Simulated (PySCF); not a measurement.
**Telling isomers of C$_{9}$H$_{14}$Si apart by NMR**

- σ from GIAO-PBE0/pcSseg-1
- GFN2-xTB geometry
- code: PySCF
- a single conformation, averaged over atoms made equivalent by symmetry, fast rotation or ring inversion, gas phase, non-relativistic

Chemical shifts δ = σref − σ; 1H (31.72 ppm) and 13C (186.93 ppm) against TMS, all at this level. Where no couplings were computed, multiplicities follow the n + 1 count of equivalent neighbours, and m marks all less simple cases (inequivalent or close neighbours, rings, F or P nearby). Shifts are as computed. Against solution values, carbons near 30 ppm lie about +3 ppm off and those near 130 ppm about +5 ppm. Of 1211 compounds with measured shifts, 218 miss one by over three times the rms of a fit or turn the order of signals round; such compounds aren't used in these exercises.

(1) Tabulate the signals of `C=C[C@@]1(C)CC[Si@H]1C#CC`, `C=C(C)[C@@H]1C[SiH2][C@H]1C#CC`, `C[Si](C)(C)c1ccccc1` and their relative energies.

(2) What is the quickest way to tell C=C[C@@]1(C)CC[Si@H]1C#CC from C=C(C)[C@@H]1C[SiH2][C@H]1C#CC?

(3) What is the quickest way to tell C=C[C@@]1(C)CC[Si@H]1C#CC from C[Si](C)(C)c1ccccc1?

(4) What is the quickest way to tell C=C(C)[C@@H]1C[SiH2][C@H]1C#CC from C[Si](C)(C)c1ccccc1?

Answers

(1) 
```tsv
SMILES	carbon types	δC	δH	E rel. (kcal/mol)
C=C[C@@]1(C)CC[Si@H]1C#CC	3×C 1×CH 3×CH2 2×CH3	157.3, 117.9, 110.5, 83.9, 41.3, 37.0, 21.7, 9.3, 6.1	6.69 (m, 1H), 5.01 (m, 1H), 4.87 (m, 1H), 4.83 (m, 1H), 2.24 (m, 1H), 2.15 (s, 3H), 1.92 (m, 1H), 1.51 (m, 1H), 1.38 (m, 1H), 1.31 (s, 3H)	81.9
C=C(C)[C@@H]1C[SiH2][C@H]1C#CC	3×C 2×CH 2×CH2 2×CH3	170.2, 114.4, 88.8, 85.6, 50.5, 30.2, 29.7, 16.7, 5.4	5.31 (m, 1H), 5.21 (m, 1H), 4.87 (m, 1H), 4.57 (m, 1H), 2.75 (m, 1H), 2.45 (m, 1H), 2.08 (s, 3H), 2.01 (s, 3H), 1.85 (m, 1H), 1.44 (m, 1H)	93.3
C[Si](C)(C)c1ccccc1	1×C 5×CH 3×CH3	145.3, 138.9, 134.5, 132.9, -0.6	7.69 (m, 2H), 7.63 (m, 2H), 7.63 (m, 1H), 0.25 (s, 9H)	0.0
```

Energies are electronic energies at PBE0/pcSseg-1 on these geometries, without zero-point or thermal terms, each for the one conformer computed, which needn't be the lowest.

(2) Both give the same number of carbon signals, but DEPT or the intensities differ. The first has an alkene CH at 157.3 ppm, the second an allylic sp3 CH at 50.5 ppm. Their most deshielded carbons lie at 157.3 and 170.2 ppm. In the proton spectra the most deshielded non-exchanging signals are 6.69 (m, 1H) and 5.31 (m, 1H).

(3) Count the carbon signals: 9 against 5. The first has a terminal =CH2 carbon at 110.5 ppm, the second a substituted aromatic carbon (C) at 145.3 ppm. Their most deshielded carbons lie at 157.3 and 145.3 ppm. In the proton spectra the most deshielded non-exchanging signals are 6.69 (m, 1H) and 7.69 (m, 2H).

(4) Count the carbon signals: 9 against 5. The first has a terminal =CH2 carbon at 114.4 ppm, the second an aromatic CH at 138.9 ppm. Their most deshielded carbons lie at 170.2 and 145.3 ppm. In the proton spectra the most deshielded non-exchanging signals are 5.31 (m, 1H) and 7.69 (m, 2H).
